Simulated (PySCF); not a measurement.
Si(All)2(Cl)(Me), C7H13ClSi, SMILES C=CC[Si](C)(Cl)CC=C, GFN2-xTB optimised geometry.

```
22

C     -2.63    -2.40    -1.26
C     -1.84    -1.40    -1.59
C     -0.35    -1.43    -1.52
Si     0.32    -0.47     0.00
C      2.23    -0.47     0.00
Cl    -0.35    -1.40     1.68
C     -0.34     1.33     0.00
C      0.21     2.11     1.14
C      1.12     3.06     1.03
H     -2.23    -3.34    -0.92
H     -3.70    -2.33    -1.30
H     -2.26    -0.46    -1.92
H     -0.01    -2.47    -1.46
H      0.07    -1.00    -2.43
H      2.61     0.11     0.84
H      2.63    -0.03    -0.91
H      2.63    -1.48     0.09
H     -1.43     1.30     0.07
H     -0.08     1.82    -0.94
H     -0.18     1.84     2.12
H      1.50     3.59     1.89
H      1.53     3.34     0.07
```

Density from B3LYP/def2-SVP in PySCF 2.14.0 at that geometry.

Minimum of the electron density along straight lines between bonded atoms, close to the bond critical point (lines longer than 1.1 times the sum of covalent radii, or with two minima, are not listed):

```csv
bond,length / Å,ρ at the minimum / e bohr⁻³,∇²ρ there / e bohr⁻⁵,position (fraction from the first atom)
C1–C2,1.320,0.349,-0.96,0.50
C2–C3,1.491,0.258,-0.60,0.50
C3–Si4,1.921,0.110,0.27,0.62
Si4–C5,1.903,0.113,0.31,0.38
Si4–Cl6,2.036,(withheld),0.30,0.37
Si4–C7,1.920,0.110,0.27,0.38
C7–C8,1.490,0.258,-0.60,0.50
C8–C9,1.320,0.349,-0.96,0.51
C1–H10,1.078,0.283,-1.08,0.63
C1–H11,1.076,0.283,-1.08,0.63
C2–H12,1.082,0.283,-1.07,0.63
C3–H13,1.090,0.273,-0.97,0.62
C3–H14,1.090,0.272,-0.96,0.62
C5–H15,1.086,0.274,-0.99,0.63
C5–H16,1.085,0.272,-0.97,0.62
C5–H17,1.086,0.273,-0.98,0.63
C7–H18,1.091,0.272,-0.96,0.62
C7–H19,1.090,0.272,-0.97,0.62
C8–H20,1.082,0.284,-1.08,0.63
C9–H21,1.076,0.283,-1.08,0.63
C9–H22,1.078,0.282,-1.07,0.63
```

**Question.** Some entries are withheld; supply them.

**Answer.** 
- Si4–Cl6, ρ at the minimum / e bohr⁻³: 0.094
